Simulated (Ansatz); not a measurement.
```yaml
crystal:
  periodic: [false, false, false]
  atoms:
    - {symbol: F, position_ang: [0.444763, -0.482462, 2.263570]}
    - {symbol: C, position_ang: [0.257986, -0.225362, 0.981442]}
    - {symbol: C, position_ang: [1.228196, -0.283506, 0.030117]}
    - {symbol: B, position_ang: [0.439338, 0.100624, -1.219070]}
    - {symbol: Xx, position_ang: [-1.219643, 0.285852, -0.087936]}
    - {symbol: H, position_ang: [2.267767, -0.546837, 0.212929]}
    - {symbol: H, position_ang: [0.800089, 0.205950, -2.348444]}
    - {symbol: H, position_ang: [-2.326859, -0.709210, -0.118085]}
    - {symbol: H, position_ang: [-1.803138, 1.608551, 0.268378]}
basis:
  gaussian: {orbitals: def2-SVP}
hamiltonian: {xc: {name: BLYP}, dispersion: d3bjatm}
output: {forces: true}
```

```sh
$ ansatz run in.yaml --threads 2 --pin off --events-out ev --progress --plain --max-ram 4352MiB
```

Q: How does Ansatz answer? (Estimate.)

A: The calculation gave: The input was rejected before any iteration.
```
Error: YAML parse error: error: line 8 column 16: `Xx` is not an element symbol (H … Og, case-exact)
 6 |     - {symbol: C, position_ang: [1.228196, -0.283506, 0.030117]}
 7 |     - {symbol: B, position_ang: [0.439338, 0.100624, -1.219070]}
 8 |     - {symbol: Xx, position_ang: [-1.219643, 0.285852, -0.087936]}
 9 |     - {symbol: H, position_ang: [2.267767, -0.546837, 0.212929]}
10 |     - {symbol: H, position_ang: [0.800089, 0.205950, -2.348444]}
```
